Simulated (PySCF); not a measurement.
**Polarisability and C₆ of Re⁵³⁺ (rhenium, charge +53)**

[Ar] 3d4, high-spin 5D determinant. All numbers are calculated (PySCF 2.14, the spin-free X2C one-electron Hamiltonian (Gaussian nucleus), in an uncontracted even-tempered set (17 s from 13 bohr⁻², ratio 2.5; 13 p from 17 bohr⁻², ratio 2.5; 7 d from 17 bohr⁻², ratio 2.5; 4 f from 63 bohr⁻², ratio 2.7; 3 g from 94 bohr⁻², ratio 2.7)). Coupled (time-dependent) response in atomic units; α is the mean over directions.

| method | mean α (bohr³) | α xx, yy, zz | C₆ (like pair) | S(−4) |
| --- | --- | --- | --- | --- |
| UHF | 0.002715 | 0.002834, 0.002834, 0.002477 | 0.0001799 | 5.777e-06 |
| PBE0 | 0.002710 | 0.002830, 0.002830, 0.002468 | 0.0001797 | 5.748e-06 |

S(−4) is the Cauchy moment in α(ω) = α(0) + S(−4) ω² + …

Spin-orbit coupling is absent.

α(iu) at UHF:

```tsv
u (hartree)	α(iu) (bohr³)
0	0.002715
3.00	0.002664
6.00	0.002526
12.0	0.002126
18.0	0.001744
24.0	0.001454
30.0	0.001248
45.0	0.0009432
60.0	0.0007755
90.0	0.0005744
150	0.0003519
```

For an ion, C₆ is the dispersion term alone; charge-induced terms of lower order in 1/R come first.

The components differ because the open shell of this determinant is not spherical; for a pure term their mean is the scalar polarisability.

Spin-orbit coupling is strong in this species (close to jj coupling), so the high-spin LS determinant is a model state, not a physical level.
